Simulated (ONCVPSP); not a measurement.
What the settings do to the ONCV potential of Tl

Base potential:

thallium (Tl), optimised norm-conserving Vanderbilt (ONCV), made with ONCVPSP 4.0.1 (PBEsol, fully relativistic). Core [Xe] 4f14 5d10, reference 6s1.5 6p1.5. Waves: 6s: rc 1.95 bohr, ncon 4, nbas 9, qcut 2.9 1/bohr, 2 projectors, debl 1 Ha; 6p: rc 2.45 bohr, ncon 3, nbas 6, qcut 3.8 1/bohr, 1 projector; d scattering state at 0.06 Ha: rc 2.60 bohr, ncon 3, nbas 6, qcut 3.4 1/bohr, 2 projectors, debl 2.1 Ha. Local part: polynomial inside 1.70 bohr (lpopt 3, dvloc0 4 Ha). Core correction: none.

Open shells are filled in proportion to 2j + 1.

All-electron outer shells of the reference configuration (PBEsol, scalar-relativistic, ld1.x):

| shell | level (eV) | outermost node (bohr) | outermost maximum (bohr) |
| --- | --- | --- | --- |
| 5p | -77.09 | 0.50 | 0.90 |
| 5d | -16.43 | 0.53 | 1.11 |
| 6s | -10.25 | 1.04 | 2.05 |
| 6p | -2.80 | 1.23 | 2.84 |

Cutoffs, loose and tight: the cutoffs (Ha) at which the residual kinetic energy of the hardest occupied pseudo-wave falls to 1 and 0.1 mHa per electron. They do not see the model core or the augmentation charge, which bear on the density cutoff. Test errors are all-electron minus pseudo excitation energies from the reference, over the configurations 6s2 6p1; 6s2 6p0; 6s1 6p0; 6s0 6p3. A dash means not determined; rows that change the core or the reference have their own tests. The largest error is taken over the tests solved by every variant that gives reliable tests at all: 6s0 6p3; 6s2 6p0; 6s2 6p1.

For the base: The cutoffs count occupied waves only; projector 2 of the d channel, the hardest unoccupied one, needs 35 Ha at the loose tolerance.

A true bound ghost makes a file unfit for plane-wave use even where its test errors are small: the radial tests pick states by their node count and pass the ghost by.

| change | outcome | cutoff, loose | cutoff, tight | bound ghosts | GHOST(+) flags above zero | largest test error (meV) |
| --- | --- | --- | --- | --- | --- | --- |
| base | generated | 11 Ha | 52 Ha | d5/2, d3/2 | s | +79 |
| s: qcut 2.2; p: qcut 2.9; d: qcut 2.6 | generated | 46 Ha | 61 Ha | d5/2, d3/2 | s, d5/2 | +78 |
| p: ncon 4, nbas 7 | generated | 11 Ha | 52 Ha | d5/2, d3/2 | s | +80 |
| all radii scaled by about 0.86 (s 1.68, p 2.10, d 2.22 bohr); local potential polynomial inside 1.46 bohr (lpopt 3, dvloc0 4 Ha) | failed: optimize: ERROR ps0norm > uunorm, code will stop | – | – | – | – | – |
| s: rc 1.46; local potential polynomial inside 1.46 bohr (lpopt 3, dvloc0 4 Ha) | failed: optimize: ERROR ps0norm > uunorm, code will stop | – | – | – | – | – |
| local potential polynomial inside 1.70 bohr (lpopt 3, dvloc0 -0.5 Ha) | generated | 11 Ha | 52 Ha | d5/2, d3/2 | s, p3/2 | +81 |
| p: rc 2.6 | generated | 11 Ha | 52 Ha | d5/2, d3/2 | s | +79 |
| local potential polynomial inside 1.60 bohr (lpopt 5, dvloc0 -1 Ha) | generated | 11 Ha | 52 Ha | s, p3/2, d5/2, p1/2, d3/2 | d5/2, d3/2 | +76 |
| s: nproj 1 | generated | 11 Ha | 52 Ha | d5/2, d3/2 | none | +79 |

**Question.** What comes out with this change to the base: core correction polynomial model core, fcfact 0.4?

**Answer.** outcome: generated; cutoff, loose: 11 Ha; cutoff, tight: 52 Ha; bound ghosts: d5/2, d3/2; GHOST(+) flags above zero: s; largest test error (meV): -79.

**Question.** What comes out with this change to the base: functional PBE; d: rc 1.95, qcut 4.5?

**Answer.** outcome: failed: ERROR pspot: first pseudo wave function has node, program will stop. Cause: the optimised pseudo-wave of the first projector has a node, so the radial equation cannot be inverted for a potential.

**Question.** What comes out with this change to the base: reference 6s2 6p1?

**Answer.** outcome: generated; cutoff, loose: 11 Ha; cutoff, tight: 51 Ha; bound ghosts: d5/2, d3/2; GHOST(+) flags above zero: s; largest test error (meV): +118.
